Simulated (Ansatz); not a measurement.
Reactions of `[CH3][InH][CH2]Cl`.

Program: Ansatz. Geometries: PBE0-D4/def2-TZVP. ΔE: electronic, gas phase. CBS: MP2 limit from def2 TZ/QZ plus the TZ coupled-cluster correction, frozen cores. This one scheme is used for every species. DFT in def2-TZVPP. Elements past krypton have def2 core potentials. For In outer-core shells are correlated without core-valence functions, which leaves a few kJ/mol of doubt a bond. One conformer a species, not always the lowest.

```
                                                            reaction  CCSD/CBS(def2) (kJ/mol)  PBE-D4 (kJ/mol)  MP2/CBS(def2) (kJ/mol)  ωB97M-V (kJ/mol)  CCSD(T)/CBS(def2) (kJ/mol)
                    `[CH3][InH][CH2]Cl` + H₂ → `[CH3][InH2]` + `CCl`                      -38              -36                     -22               -42                         -31
          `[CH3][InH][CH2]Cl` + SiH₄ → `[CH3][InH][CH2][SiH3]` + HCl                      -79              -73                     -83               -76                         -78
            `[CH3][InH][CH2]Cl` + CH₃NH₂ → `C[NH][InH][CH3]` + `CCl`                      -42              -41                     -43               -39                         -42
`[CH3][InH][CH2]Cl` + `C=C[SiH3]` → `C=C([SiH3])CCl` + `[CH3][InH2]`                       15                6                      16                 7                          16
```

Largest T1 diagnostic: 0.015, for `C[NH][InH][CH3]`.
